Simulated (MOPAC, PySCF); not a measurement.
HCl3OSi, SMILES `Cl[Si](Cl)(Cl)O`, neutral singlet in the gas phase. 

Cartesian coordinates (Å):
SMILES: [Si](O)(Cl)(Cl)Cl
```xyz
6

O     -1.1171    -0.1929    -0.7377
Si     0.2951     0.0083     0.0138
Cl     1.7415    -0.3470    -1.3446
Cl     0.4842    -1.2754     1.5751
Cl     0.4777     1.8958     0.7385
H     -1.9359    -0.0677    -0.2511
```
Charge 0, multiplicity 1.

All levels are single points at this geometry (M06-2X/def2-TZVP); Pople sets use spherical d functions. Orbital energies aren't observables, and empty levels follow the basis.

PM7 in MOPAC gives dipole (D) = 1.66.

### Question
Estimate the dipole (D) from each of these levels: B3LYP-D3(BJ)/def2-TZVP in PySCF; M06-2X/def2-TZVP in PySCF; PBE-D3(BJ)/def2-TZVP in PySCF; B3LYP/6-311+G** in PySCF; B3LYP/6-31G* in PySCF; PBE/6-31G* in PySCF; HF/6-31G* in PySCF; PM6 in MOPAC.

### Answer

```tsv
level	dipole (D)
B3LYP-D3(BJ)/def2-TZVP in PySCF	1.67
M06-2X/def2-TZVP in PySCF	1.71
PBE-D3(BJ)/def2-TZVP in PySCF	1.64
B3LYP/6-311+G** in PySCF	1.77
B3LYP/6-31G* in PySCF	2.01
PBE/6-31G* in PySCF	2.00
HF/6-31G* in PySCF	2.14
PM6 in MOPAC	2.04
```
